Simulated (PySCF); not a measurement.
Ge(H)(F)2(Me) (CH4F2Ge), SMILES [CH3][GeH]([F])[F].

Coordinates come from a B3LYP-D3(BJ)/def2-SVP optimisation.

All values below come from B3LYP-D3(BJ)/def2-SVP (PySCF 2.14.0).

Frequencies are harmonic and unscaled.

```csv
mode,ν (cm⁻¹),IR (km/mol),Raman (Å⁴/amu),depolarisation,moving atoms (share of kinetic energy)
1,77,0.1,0.0,–,H 97 %
2,179,0.7,1.2,0.75,"F 41 %, C 28 %, H 22 %, Ge 10 %"
3,212,17.7,1.2,0.75,"F 49 %, Ge 19 %, C 16 %, H 16 %"
4,245,18.6,0.8,0.74,"F 72 %, Ge 22 %"
5,611,3.7,19.6,0.21,"C 62 %, H 23 %, Ge 10 %"
6,680,114.9,7.6,0.73,"H 79 %, Ge 10 %"
7,716,59.9,8.0,0.75,"H 62 %, F 24 %, Ge 10 %"
8,716,47.1,4.9,0.33,"F 75 %, Ge 16 %"
9,729,22.7,7.8,0.75,"F 54 %, H 33 %, Ge 12 %"
10,827,69.2,2.7,0.75,"H 79 %, C 16 %"
11,845,48.6,6.9,0.73,"H 82 %, C 16 %"
12,1264,11.2,2.5,0.10,"H 80 %, C 20 %"
13,1429,3.8,11.3,0.75,H 96 %
14,1429,5.4,10.4,0.75,H 96 %
15,2174,114.8,169.4,0.21,H 99 %
16,3048,0.3,127.8,0.00,H 97 %
17,3153,0.9,72.6,0.75,"H 90 %, C 10 %"
18,3158,0.3,75.9,0.75,"H 90 %, C 10 %"
```
